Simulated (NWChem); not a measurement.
System: CF2, triplet; SMILES [C](F)F

Results from NWChem. Spin-unrestricted. In the optimisation the excess spin sits in a1 and b2 (C2v, its own frame). No stability test was run on the SCF state. Each level has its own optimisation; frequencies are unscaled.

Task: Order these by “dipole (D)”, lowest first: PBE0/STO-3G; PBE0/def2-SVPD; PBE0/def2-TZVPP.

Result: PBE0/STO-3G (0.14), PBE0/def2-TZVPP (0.35), PBE0/def2-SVPD (0.41)
